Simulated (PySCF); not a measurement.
# Excitation energy of As by level of theory

As [Ar] 3d10 4s2 4p3 (4S) → As [Ar] 3d10 4s1 4p3 4d1 (6D), as a difference of total energies. All numbers are calculated (PySCF 2.14, scalar relativity by spin-free X2C-1e, in aug-cc-pVTZ-DK (7s6p4d2f, 59 functions)). Correlated levels: valence: [Ar] 3d10 frozen. The calculations carry no spin-orbit coupling.

| method | excitation energy (cm⁻¹) |
| --- | --- |
| UHF | 106190 |
| LDA | 127330 |
| PBE | 124520 |
| PBE0 | 122300 |
| r2SCAN | 121080 |
| TPSSh | 122780 |
| TPSS | 123310 |
| HSE06 | 122790 |
| B3LYP | 126930 |
| MP2 (valence) | 116450 |
| SCS-MP2 (valence) | 119560 |

The upper state lies above the first ionisation limit, but in LS coupling its spin forbids autoionisation to the ground ion.

The promoted electron is Rydberg-like, and one or two diffuse shells describe it only roughly, which tends to raise the upper state.

In the upper state the promoted electron has a positive orbital energy at LDA, PBE, r2SCAN, TPSSh, TPSS, HSE06, B3LYP, so the basis confines it.
